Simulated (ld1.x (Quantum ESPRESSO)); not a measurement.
Li (Z = 3), ultrasoft: configuration errors across variants

- Element: Li (Z = 3)
- Generator: ld1.x (Quantum ESPRESSO) 7.5
- Type: ultrasoft
- Functional: LDA (PZ)
- Relativity: scalar-relativistic
- Frozen core: [He]
- Valence charge: 1
- Reference configuration: 2s0.5 2p0 (charge +0.5)
- Partial waves: 2s (bound): rcut 2.10, rcutus 2.85 bohr; 2s channel at 0.05 Ry: rcut 2.10, rcutus 2.85 bohr; 2p (bound, empty): rcut 3.45, rcutus 4.20 bohr; 2p channel at 0.8 Ry: rcut 3.45, rcutus 4.20 bohr; 3d channel at 0.45 Ry: rcut 3.20, rcutus 3.75 bohr; 3d channel at 1.45 Ry: rcut 3.20, rcutus 3.75 bohr
- Local potential: all-electron potential smoothed inside 4.20 bohr (lloc = -1)
- Core correction: none
- Augmentation charge: PSQ, inside the norm-conserving radii

All-electron excitation energies from the reference (eV): (1) 2s1 2p0 -2.045; (2) 2s0 2p1 -0.291; (3) 2s0.5 2p0 spin -0.091; (4) 2s1 2p0 spin -2.278.

Spin tests fill each open shell by Hund’s rule, majority spin first.

The overlap operator is not positive definite (basis up to 400 Ry) in “all radii scaled by about 1.35 (s 3.86, p 5.68, d 5.08 bohr, rcut 2.84/4.68/4.34); local potential all-electron potential smoothed inside 5.68 bohr (lloc = -1)”. Such files are unfit for use, however small their errors in these radial tests.

Errors AE − PS in meV (a dash: test not solved or not reliable):

```tsv
change	(1)	(2)	(3)	(4)	bound ghosts
base	+6.8	+3.9	+12	+29	none
all radii scaled by about 1.35 (s 3.86, p 5.68, d 5.08 bohr, rcut 2.84/4.68/4.34); local potential all-electron potential smoothed inside 5.68 bohr (lloc = -1)	–	–	–	–	not determined (overlap not positive)
core correction a·sin(br)/r model core inside 2.52 bohr	+5.0	+3.1	+7.5	+21	none
waves 3d channel at 0.45 Ry: rcut 3.20, rcutus 5.64 bohr; 3d channel at 1.45 Ry: rcut 3.20, rcutus 5.64 bohr	+6.8	+3.9	+12	+29	none
waves 2s (bound): rcut 2.10, rcutus 3.70 bohr; 2s channel at 0.05 Ry: rcut 2.10, rcutus 3.70 bohr	+6.9	+4.1	+12	+29	none
waves 2p (bound): rcut 3.45, rcutus 5.64 bohr; 2p channel at 0.8 Ry: rcut 3.45, rcutus 5.64 bohr	+6.8	+2.6	+12	+29	none
```

**Question.** Give the same row for: type TM; waves now 2p (bound): rc 4.20 bohr; 3d channel at 0.45 Ry: rc 3.75 bohr; 2s (bound): rc 2.85 bohr; local potential the s channel.

**Answer.** +7.0, +2.5, +12, +29; bound ghosts: none.
